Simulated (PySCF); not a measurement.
Selenium: a sound run and one with changed settings

Sound run: Se [Ar] 3d10 4s2 4p4, Se⁺ [Ar] 3d10 4s2 4p3. Calculation: PySCF 2.14, in x2c-SVPall (5s4p3d, 32 functions); the spin-free X2C one-electron Hamiltonian (Gaussian nucleus). In the sound run the correlated levels freeze [Ar] 3d10. The sound run starts from symmetry-adapted Hartree-Fock orbitals and uses a fine grid where one is needed.

Changed run: no relativity, point nucleus. This setting is unsound on purpose.

| species | method | sound run (hartree) | changed run (hartree) | converged |
| --- | --- | --- | --- | --- |
| Se | UHF | -2427.64268 | -2387.31493 | yes |
| Se | PBE | -2429.05139 | -2388.72804 | yes |
| Se | M06-L | -2429.29223 | -2388.96527 | yes |
| Se | MP2 | -2427.71710 | -2387.38953 | yes |
| Se | CCSD(T) | -2427.73403 | -2387.40701 | yes |
| Se⁺ | UHF | -2427.32952 | -2386.99537 | yes |
| Se⁺ | PBE | -2428.70016 | -2388.37037 | yes |
| Se⁺ | M06-L | -2428.93982 | -2388.60700 | yes |
| Se⁺ | MP2 | -2427.38872 | -2387.05539 | yes |
| Se⁺ | CCSD(T) | -2427.40450 | -2387.07193 | yes |

Ionisation energy of Se:

```csv
method,sound run (eV),changed run (eV)
UHF,8.521,8.696
PBE,9.557,9.733
M06-L,9.589,9.749
MP2,8.936,9.093
SCS-MP2,8.963,9.119
CCSD,8.959,9.110
CCSD(T),8.967,9.118
```

Most of the change in total energy is the relativistic energy itself. On top of that the contraction fixes the core shape for the Hamiltonian it was made with, so the changed run is not a good calculation with the other Hamiltonian either.

For comparison, NIST gives 9.752 eV between the lowest levels.
